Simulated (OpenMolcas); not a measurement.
Fe5+, Ru5+, Os5+: d3 down the group

```
Program             : OpenMolcas 26.06
Method              : MS-CASPT2, IPEA 0.25 Eh, imaginary shift 0.1 Eh
Basis               : ANO-RCC-VQZP
Scalar Hamiltonian  : DKH2, point nucleus
Spin-orbit coupling : RASSI with atomic mean-field integrals over the reference wave functions, term energies averaged over their components
```

Active space for each ion: 3 electrons in 5 orbitals (d); closed shells correlated by CASPT2: Fe5+ 3s 3p; Ru5+ 4s 4p; Os5+ 5s 5p.

Computed levels in cm-1 above 4F 3/2:

| Level | Fe5+ | Ru5+ | Os5+ |
| --- | --- | --- | --- |
| 4F 5/2 | 520 | 1385 | 6310 |
| 4F 7/2 | 1220 | 3060 | 11330 |
| 4F 9/2 | 2070 | 4880 | 14610 |
| 4P 1/2 | 19620 | 13740 | 17140 |
| 4P 5/2 | 20450 | 15890 | 25140 |
| 2G 7/2 | 20890 | 15670 | 22960 |
| 2G 9/2 | 21610 | 16730 | 36990 |
| 2P 3/2 | 26950 | 24260 | 40280 |
| 2P 1/2 | 27170 | 20030 | 29100 |
| weight of 4F in the lowest level (%) | 100 | 98 | 82 |

Mixed levels, with the weight of the term that names them: Fe5+ 2P 3/2 (60 %), Ru5+ 2P 3/2 (51 %), Os5+ 4F 9/2 (58 %), Os5+ 4P 1/2 (67 %), Os5+ 2G 9/2 (57 %), Os5+ 2P 3/2 (56 %), Os5+ 2P 1/2 (67 %).

Measured, with the error of the calculation in %. Measured levels: Fe5+ from Corliss and Sugar, J. Phys. Chem. Ref. Data 11, 135 (1982); Os5+ from the list in Brasseur, Palmeri and Quinet, Atoms 13, 11 (2025).

| Level | Fe5+ | Os5+ |
| --- | --- | --- |
| 4F 5/2 | 511 (+1.7) | 6397 (-1.4) |
| 4F 7/2 | 1188 (+2.6) | 11444 (-1.0) |
| 4F 9/2 | 2001 (+3.7) | 14678 (-0.4) |
| 4P 1/2 | 18738 (+4.7) | 16772 (+2.2) |
| 4P 5/2 | 19611 (+4.3) | 24828 (+1.3) |
| 2G 7/2 | 20616 (+1.3) | 22920 (+0.2) |
| 2G 9/2 | 21315 (+1.4) | 37019 (-0.1) |
| 2P 3/2 | 26215 (+2.8) | 40203 (+0.2) |
| 2P 1/2 | 26496 (+2.5) | 28860 (+0.8) |

The fine-structure level 4F 9/2 changes by a factor of 7.06 from Fe5+ to Os5+.

Without spin-orbit coupling 4P lies 18950, 12230, 11710 cm-1 above 4F in that order; the difference to the level 4P 1/2, of either sign, comes from spin-orbit coupling, which also lowers the zero.

Term energies are means over components that CASPT2 splits; among the terms shown or strongly mixed into the levels shown the widest spread is 800 cm-1 (4d3 4F, Ru5+). Measured partners are found by configuration, term and J. A level has none where our copy of the source lacks it or the pairing is in doubt (some pairs that miss far off the trend of their configuration count as doubtful), and it then counts in no deviation. Levels of configurations outside the active space are missing.
